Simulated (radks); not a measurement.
Effect of the nuclear size on the ytterbium ion Yb3+, [Xe] 4f13. Calculated with a radial shooting solver on a logarithmic mesh with Libxc functionals: Dirac Kohn-Sham, PBE, spin-unpolarised, spherical densities, finite nucleus; open shells are shared between the two j in proportion to 2j + 1; Fermi nuclear charge, rms radius 5.3108 fm. The rms radius is varied about that value; shifts are against it.

rms radius (fm),total energy shift (eV),density at nucleus (e/bohr^3),1s1/2 shift (meV),2s1/2 shift (meV),5s1/2 shift (meV),5p1/2 shift (meV),4f7/2 shift (meV),6s1/2 (empty) shift (meV)
4.2858,-14.0,1.097e+06,-5720,-778,-6.60,0.156,0.768,-1.09
5.0506,-3.75,1.043e+06,-1530,-208,-1.77,0.042,0.206,-0.293
5.3108,0,1.027e+06,0.000,0.000,0.000,0.000,0.000,0.000
5.6241,4.69,1.009e+06,1920,260,2.21,-0.052,-0.257,0.366
6.3039,15.5,9.738e+05,6330,860,7.30,-0.172,-0.850,1.21

Slopes of the eigenvalues against <r^2> in GHz/fm^2, as finite differences over the two radii next to the reference (eigenvalue slopes, not the field-shift constants of lines): 1s1/2 136000, 2s1/2 18500, 5s1/2 157, 5p1/2 -3.71, 4f7/2 -18.3, 6s1/2 (empty) 26.1.
